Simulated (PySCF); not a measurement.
Ionisation energy of Lu⁺ by level of theory

Lu⁺ [Xe] 4f14 6s2 (1S) → Lu²⁺ [Xe] 4f14 6s1 (2S), as a difference of total energies. All numbers are calculated (PySCF 2.14, scalar relativity by spin-free X2C-1e, in ANO-RCC-VTZP (8s7p5d3f2g1h, 104 functions)). Correlated levels: valence: [Kr] 4d10 frozen; valence and next inner shell: [Ar] 3d10 frozen. The calculations carry no spin-orbit coupling.

| method | ionisation energy (eV) |
| --- | --- |
| UHF | 12.621 |
| LDA | 14.389 |
| PBE | 14.107 |
| PBE0 | 13.894 |
| r2SCAN | 13.744 |
| PW91 | 14.161 |
| B3LYP | 14.173 |
| MP2 (valence) | 13.901 |
| SCS-MP2 (valence) | 13.857 |
| MP2 (valence and next inner shell) | 13.931 |
| SCS-MP2 (valence and next inner shell) | 13.882 |

**Question.** How much does correlation contribute at MP2 (valence and next inner shell)?

**Answer.** 13.931 − (12.621) = 1.310 eV, measured against UHF.

Errors of the correlated levels include the incompleteness of this basis and the frozen core.

MP2 underrates the near-degeneracy of ns² with np² in the lower species.

For comparison: 14.13 ± 0.05 eV (semi-empirical (NIST evaluation); NIST Atomic Spectra Database, ionization energies).
